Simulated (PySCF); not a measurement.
# PySCF run on InS

Input:

```python
from pyscf import gto, dft

mol = gto.M(
    atom='In 0 0 0; S 0 0 2.375',
    basis='lanl2dz',
    ecp={'In': 'lanl2dz', 'S': 'lanl2dz'},
    charge=0,
    spin=1,
    verbose=4,
)
mf = dft.UKS(mol, xc='wb97')
mf.kernel()
g = mf.nuc_grad_method()
g.grid_response = True
g.kernel()
mf.dip_moment()
print('orbital energies (hartree):', [e[max(0, n-3):n+3].round(4) for e, n in zip(mf.mo_energy, mol.nelec)])
```

```bash
$ python input.py
```

Output (some set-up lines and the per-cycle HOMO/LUMO lines with their warnings removed):

```
PySCF version 2.14.0

[INPUT] Symbol           X                Y                Z      unit          X                Y                Z       unit  Magmom
[INPUT]  1 In     0.000000000000   0.000000000000   0.000000000000 AA    0.000000000000   0.000000000000   0.000000000000 Bohr   0.0
[INPUT]  2 S      0.000000000000   0.000000000000   2.375000000000 AA    0.000000000000   0.000000000000   4.488099545842 Bohr   0.0

nuclear repulsion = 4.01060623013053
number of shells = 8
number of NR pGTOs = 24
number of NR cGTOs = 16
basis = lanl2dz
ecp = {'In': 'lanl2dz', 'S': 'lanl2dz'}

******** <class 'pyscf.dft.uks.UKS'> ********
method = UKS
initial guess = minao
damping factor = 0
level_shift factor = 0
DIIS = <class 'pyscf.scf.diis.CDIIS'>
SCF conv_tol = 1e-09
SCF max_cycles = 50
number electrons alpha = 5  beta = 4
XC functionals = wb97
    J.-D. Chai and M. Head-Gordon.,  J. Chem. Phys. 128, 084106 (2008)

grids dens level: 3
tot grids = 40760
init E= -1.76255867574794

cycle= 1 E= -11.9071667600783  delta_E= -10.1  |g|= 0.284  |ddm|= 2.67
cycle= 2 E= -11.9379772836559  delta_E= -0.0308  |g|= 0.154  |ddm|= 0.435
cycle= 3 E= -11.9575575938339  delta_E= -0.0196  |g|= 0.0379  |ddm|= 0.23
cycle= 4 E= -11.9594029404542  delta_E= -0.00185  |g|= 0.00793  |ddm|= 0.0588
cycle= 5 E= -11.9596352095772  delta_E= -0.000232  |g|= 0.00253  |ddm|= 0.0357
cycle= 6 E= -11.9596781011189  delta_E= -4.29e-05  |g|= 0.00124  |ddm|= 0.0139
cycle= 7 E= -11.9596895950815  delta_E= -1.15e-05  |g|= 0.000414  |ddm|= 0.00873
cycle= 8 E= -11.9596908903486  delta_E= -1.3e-06  |g|= 6.43e-05  |ddm|= 0.00376
cycle= 9 E= -11.9596909102259  delta_E= -1.99e-08  |g|= 1.83e-05  |ddm|= 0.000479
cycle= 10 E= -11.9596909116471  delta_E= -1.42e-09  |g|= 3.91e-06  |ddm|= 9.69e-05
cycle= 11 E= -11.9596909117168  delta_E= -6.97e-11  |g|= 1.54e-06  |ddm|= 1.66e-05
Extra cycle  E= -11.9596909117265  delta_E= -9.62e-12  |g|= 1.03e-06  |ddm|= 3.82e-06
converged SCF energy = -11.9596909117265  <S^2> = 0.76817912  2S+1 = 2.0180972

******** <class 'pyscf.grad.uks.Gradients'> for <class 'pyscf.dft.uks.UKS'> ********
unit = Eh/Bohr
grid_response = True
--------------- UKS gradients ---------------
         x                y                z
0 In     0.0000000000    -0.0000000000    -0.0037801501
1 S    -0.0000000000     0.0000000000     0.0037801501
----------------------------------------------
Dipole moment(X, Y, Z, Debye): -0.00000, -0.00000, -5.14561
orbital energies (hartree): [array([-0.3525, -0.3425, -0.3425, -0.0067, -0.0067,  0.0744]), array([-0.4236, -0.3286, -0.3286, -0.09  , -0.0021, -0.0021])]
```

In short: E(SCF) = -11.959691 Eh, 11 cycles, ⟨S²⟩ = 0.768, μz(SCF) = -5.15 D, gradient on the second atom 0.0038 Eh/bohr.

Wall time 2.7 s on one thread of a shared host.

The bond length is a typed value, not an optimised one. No search for the lowest solution was made.
